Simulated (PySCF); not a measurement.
Choosing a molecule for a target property.

Species are written as SMILES; each is one conformer at its optimised geometry, gas phase, non-relativistic unless stated; the electronic structure was computed with PySCF and density fitting.

Dipoles, sizes and rotational constants follow the conformer. The torsions of the flexible species, by atom-mapped SMILES:
- `[NH2:1][C:2](=[O:3])[C:4]#[C:5][CH2:6][CH:7]=[O:8]`: C5–C6–C7–O8 0°, H–N1–C2–O3 0°, H–N1–C2–O3 180°
- `[CH3:1][C:2]([CH3:3])([CH3:4])[P@H:5](=[O:6])[CH:7]1[CH2:8][CH2:9]1`: C1–C2–P5–O6 -57°, C2–P5–C7–C8 -83°
- `[CH3:1][CH:2]([CH3:3])[CH2:4][P@@H:5]([CH3:6])=[O:7]`: C1–C2–C4–P5 175°, C2–C4–P5–C6 -170°
- `[CH3:1][C:2]([CH3:3])([CH3:4])[PH:5][CH2:6][OH:7]`: C1–C2–P5–C6 47°, C2–P5–C6–O7 75°, H–O7–C6–P5 58°

Question: Wanted: smallest rotational constant below 1 GHz (GFN2-xTB) and HOMO–LUMO gap below 7 eV (PBE0/pcSseg-1), at GFN2-xTB geometries. Which candidate meets both?
A. `CC(C)(C)[P@H](=O)C1CC1`
B. `CC(C)(C)PCO`
C. `CC(C)C[P@@H](C)=O`
D. `NC(=O)C#CCC=O`

Answer: D. Computed values:
```csv
species,smallest rotational constant,HOMO–LUMO gap
NC(=O)C#CCC=O,0.797 GHz,6.49 eV
CC(C)(C)[P@H](=O)C1CC1,0.861 GHz,8.48 eV
CC(C)C[P@@H](C)=O,1.081 GHz,8.71 eV
CC(C)(C)PCO,1.337 GHz,7.42 eV
```
